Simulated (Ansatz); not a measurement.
## Ansatz (development build ahead of 0.2.0) run

```yaml
crystal:
  periodic: [false, false, false]
  atoms:
    - { symbol: H, position_ang: [1.49472, -0.00831, -0.00174] }
    - { symbol: H, position_ang: [1.14203, 0.96658, 0.00669] }
    - { symbol: H, position_ang: [0.25522, 1.48523, -0.00284] }
    - { symbol: H, position_ang: [-0.75241, 1.29461, 0.00864] }
    - { symbol: H, position_ang: [-1.40869, 0.50353, -0.00299] }
    - { symbol: H, position_ang: [-1.41388, -0.50722, 0.00688] }
    - { symbol: H, position_ang: [-0.75105, -1.28921, 0.00149] }
    - { symbol: H, position_ang: [0.26341, -1.46768, 0.00075] }
    - { symbol: H, position_ang: [1.14369, -0.97222, 0.00255] }
basis:
  gaussian: { orbitals: def2-SVP }
magnetization:
  spin_polarized: true
  initial_magnetization: 1
hamiltonian:
  xc: hf
correlation:
  method: mp2
  frozen_orbitals: { H: 0 }
output:
  forces: true
```

The input is written out in the form of the current development build from the run's settings.

Results

```yaml
Converged: yes
Reference_energy: -4.78478 hartree
Correlation_energy: -0.15437 hartree
Total_energy: -4.93915 hartree
Spin_squared_of_the_determinant: 0.819
Stability_test: minimum
```

Forces (eV/Å):
```csv
atom,Fx,Fy,Fz
H1,0.177,3.516,0.028
H2,2.218,-3.298,-0.027
H3,-3.683,0.435,0.035
H4,2.692,1.637,-0.040
H5,-0.262,-2.024,0.026
H6,-0.747,0.806,-0.026
H7,0.367,0.543,0.005
H8,1.179,-0.301,0.003
H9,-1.943,-1.314,-0.006
```

Caution: bonds are stretched, where a single reference can fail.
